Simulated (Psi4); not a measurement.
OSe, triplet, geometry from GFN2-xTB. Base run: CAM-B3LYP/3-21G (Psi4).

Psi4 was given this input:
```
memory 2 GB

molecule {
0 3
  O    -0.00000000   -0.00000000   -1.29850896
  Se    0.00000000    0.00000000    0.30553152
}

set basis 3-21g
set reference uks

energy('cam-b3lyp')
print_variables()
```

The base run was repeated with changes; each row names its change, and settings that it needs were set with it.

| change | E (Eh) | dipole (D) | <S^2> |
|---|---|---|---|
| base | -2465.01425 | 1.80 | 2.003 |
| functional = pbe0 | -2464.56163 | 1.79 | 2.003 |
| functional = bp86 | -2465.19251 | 1.64 | 2.001 |
| functional = bhhlyp | -2464.87558 | 1.88 | 2.006 |
| functional = hf (with energy('scf')) | -2462.87690 | 1.95 | 2.017 |
| functional = mn15 | -2464.59194 | 1.87 | 2.002 |
| functional = blyp | -2464.95166 | 1.62 | 2.001 |
| functional = svwn | -2461.86123 | 1.65 | 2.001 |
| functional = hse06 | -2464.55724 | 1.78 | 2.003 |
| functional = b3lyp | -2464.95588 | 1.75 | 2.003 |
| functional = scan | -2465.09112 | 1.69 | 2.004 |
| functional = tpss | -2464.83483 | 1.64 | 2.002 |
| functional = r2scan | -2464.79039 | 1.70 | 2.003 |

Totals shift with the method and basis; they matter in differences.

Open shells are given as the SCF converged; they aren't shown to be the lowest states, and a large step between rows can be another state.
